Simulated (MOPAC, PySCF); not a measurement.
C2HNO, SMILES `N#CC=O`, neutral singlet in the gas phase. 

Cartesian coordinates (Å):
```xyz
5

N      2.0162     0.0478    -0.0598
C      0.8665     0.0449    -0.0254
C     -0.5978    -0.0161     0.0178
O     -1.2798     0.9644     0.0440
H     -1.0051    -1.0410     0.0234
```
Charge 0, spin multiplicity 1.

All levels are single points at this geometry (PBE0-D3(BJ)/def2-TZVP); Pople sets use spherical d functions. Orbital energies aren't observables, and empty levels follow the basis.

```
level                            HOMO (eV)  LUMO (eV)  gap (eV)  dipole (D)  vertical IE, Delta-SCF (eV)
-------------------------------  ---------  ---------  --------  ----------  ---------------------------
PBE-D3(BJ)/def2-TZVP in PySCF        -7.45      -4.15      3.30        2.30                            –
TPSSh-D3(BJ)/def2-TZVP in PySCF      -8.28      -3.57      4.71        2.39                            –
B3LYP/6-311+G** in PySCF             -9.03      -3.42      5.60        2.47                            –
B3LYP/6-31G* in PySCF                -8.62      -2.94      5.68        2.31                        11.65
M06-2X/6-31G* in PySCF              -10.66      -1.61      9.05        2.38                            –
SVWN5/6-31G* in PySCF                -7.21      -4.03      3.18        2.22                        11.52
AM1 in MOPAC                        -11.90      -0.39     11.52        2.20                            –
PM6 in MOPAC                        -11.37      -1.22     10.15        2.56                            –
PM7 in MOPAC                        -11.51      -1.07     10.43        2.59                            –
```
